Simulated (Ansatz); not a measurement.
NH₃ + `[Cl][In]([Cl])[Cl]` → `[NH3+][In-]([Cl])([Cl])[Cl]`  (adduct formation)

Program: Ansatz. Geometries: PBE0-D4/def2-TZVP. ΔE: electronic, gas phase. CCSD(T)/CBS is the MP2 limit (def2-TZVPP, def2-QZVPP) plus CCSD(T) − MP2 in def2-TZVPP, frozen cores. This one scheme is used for every species. Functionals use def2-TZVPP. B3LYP here is the variant with VWN-RPA as its local correlation; programs differ in this. Elements past krypton have def2 core potentials. For In outer-core shells are correlated without core-valence functions, which leaves a few kJ/mol of doubt a bond. One conformer a species, not always the lowest.

NH₃:

Z-matrix (Å, degrees):
```
N
H 1 1.013
H 1 1.013 2 107.1
H 1 1.013 2 107.1 3 -114.5
```

`[Cl][In]([Cl])[Cl]`:

```xyz
4

Cl    0.949    0.451    2.038
In    0.000    0.001    0.000
Cl    1.233   -1.031   -1.635
Cl   -2.182    0.580   -0.402
```

`[NH3+][In-]([Cl])([Cl])[Cl]`:

Z-matrix (Å, degrees):
```
N
In 1 2.286
H 1 1.015 2 110.3
H 1 1.015 2 110.3 3 -120.0
H 1 1.015 2 110.3 3 120.0
Cl 2 2.328 1 98.2 3 -120.3
Cl 2 2.328 1 98.2 3 -0.3
Cl 2 2.328 1 98.2 3 119.7
```

```
           level  ΔE (kJ/mol)
        BHLYP-D4       -135.0
            BLYP        -98.3
           B3LYP       -110.5
CCSD(T)/def2-SVP       -147.6
```

(1) What does CCSD(T)/CBS give? (An estimate is asked.)

Largest T1 diagnostic among the species: 0.012.

## Answers

(1) Computed: -134.9 kJ/mol. The listed levels differ from it by -0.1, 36.6, 24.4, -12.7 kJ/mol.

The D4 term adds −14.3 kJ/mol with B3LYP and −8.0 kJ/mol with PBE0; it sums over pairs of atoms, weighted by their polarisabilities, and B3LYP, whose exchange is more repulsive, gets the larger term. In def2-TZVPP, CCSD(T) changes the Hartree–Fock value by −12.8 kJ/mol (the triples alone add −1.2 kJ/mol) and MP2 by −17.3 kJ/mol. From r2SCAN to r2SCAN0 (25 % exact exchange), in def2-TZVPP and without D4, ΔE moves by −3.6 kJ/mol.
